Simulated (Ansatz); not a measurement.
Ansatz (an electronic-structure program) input (CCSD(T)/def2-SVPD):

Ansatz 0.2 input:
```yaml
crystal:
  periodic: [false, false, false]
  atoms:
    - {symbol: Sn, position_ang: [-0.00000000, -0.00000000, -0.27417323]}
    - {symbol: O, position_ang: [0.00000000, 0.00000000, 1.71358267]}
basis:
  gaussian:
    orbitals: def2-SVPD
total_charge: 1
magnetization: {spin_polarized: true, initial_magnetization: 1}
correlation: {method: ccsd_t, electrons: outside_noble_gas}
output: {forces: true}
```

End of the output:

```
determinant -7831.94977519 eV, -287.8188455519 hartree, with singles and doubles -7838.19917091 eV, -288.0485066087 hartree
determinant -7829.87077792 eV, -287.7424438115 hartree, with singles and doubles -7834.79346121 eV, -287.9233490858 hartree
determinant -7829.52751247 eV, -287.7298290387 hartree, with singles and doubles -7834.73877419 eV, -287.9213393748 hartree
determinant -7829.24634438 eV, -287.7194963021 hartree, with singles and doubles -7834.50514834 eV, -287.9127537831 hartree
10 core orbitals not correlated
reference -7832.84627893 eV, -287.8517914568 hartree; 5, 4 occupied and 40, 41 virtual orbitals, 647 factors
densities: 0.18 GiB planned
second order -5.35771515 eV of doubles, -0.00000000 eV of singles
coupled cluster: 0.14 GiB planned
cycle   1  -5.90880703 eV  change   -1.2e-1 eV  update   2.3e-2
cycle   2  -5.92254851 eV  change   -1.4e-2 eV  update   6.0e-3
cycle   3  -5.92374148 eV  change   -1.2e-3 eV  update   3.3e-3
cycle   4  -5.92513173 eV  change   -1.4e-3 eV  update   1.1e-3
cycle   5  -5.92548589 eV  change   -3.5e-4 eV  update   5.5e-4
cycle   6  -5.92589021 eV  change   -4.0e-4 eV  update   3.1e-4
cycle   7  -5.92595341 eV  change   -6.3e-5 eV  update   1.4e-4
cycle   8  -5.92604293 eV  change   -9.0e-5 eV  update   7.0e-5
cycle   9  -5.92604659 eV  change   -3.7e-6 eV  update   3.0e-5
cycle  10  -5.92605280 eV  change   -6.2e-6 eV  update   1.1e-5
cycle  11  -5.92605007 eV  change    2.7e-6 eV  update   5.0e-6
cycle  12  -5.92604992 eV  change    1.4e-7 eV  update   1.9e-6
cycle  13  -5.92604976 eV  change    1.7e-7 eV  update   9.0e-7
cycle  14  -5.92604965 eV  change    1.1e-7 eV  update   4.3e-7
cycle  15  -5.92604955 eV  change    9.4e-8 eV  update   2.3e-7
perturbative correction -0.19269777 eV, -0.0070815123 hartree
the calculation of the forces begins
Total energy: -7838.96502625 eV, -288.0766512733 hartree
Atom 0 at    -0.000000    -0.000000    -0.274173 Å, force     0.000000     0.000000    -0.957860 eV/Å
Atom 1 at     0.000000     0.000000     1.713583 Å, force    -0.000000    -0.000000     0.957860 eV/Å
Dipole moment:     0.000000    -0.000000    -0.585203 e Å
```
